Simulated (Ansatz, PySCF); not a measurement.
Molecule: CaO₂, net charge 0, singlet state. 
Coordinates optimised at B3LYP-D3(BJ)/def2-TZVP (Ansatz, a first-principles code):
```
O
O 1 1.5175
Ca 1 1.9812 2 67.48
```

Dipole moments at this geometry, in debye (magnitudes).

```tsv
level	program	dipole (D)
SVWN5/def2-TZVPD	Ansatz	9.71
BLYP/def2-TZVPD	Ansatz	9.72
BP86/def2-TZVPD	PySCF	9.79
TPSS/def2-TZVPD	PySCF	9.91
B97M-V/def2-TZVPD	Ansatz	10.29
B3LYP/def2-TZVPD	Ansatz	10.39
BHLYP/def2-TZVPD	Ansatz	11.18
TPSSh/def2-TZVPD	PySCF	10.22
r2SCANh/def2-TZVPD	Ansatz	10.47
M06-2X/def2-TZVPD	PySCF	11.09
MN15/def2-TZVPD	PySCF	11.02
wB97M-V/def2-TZVPD	Ansatz	10.86
wB97X-V/def2-TZVPD	Ansatz	10.96
CCSD(T)/def2-SVPD	Ansatz	11.44
```
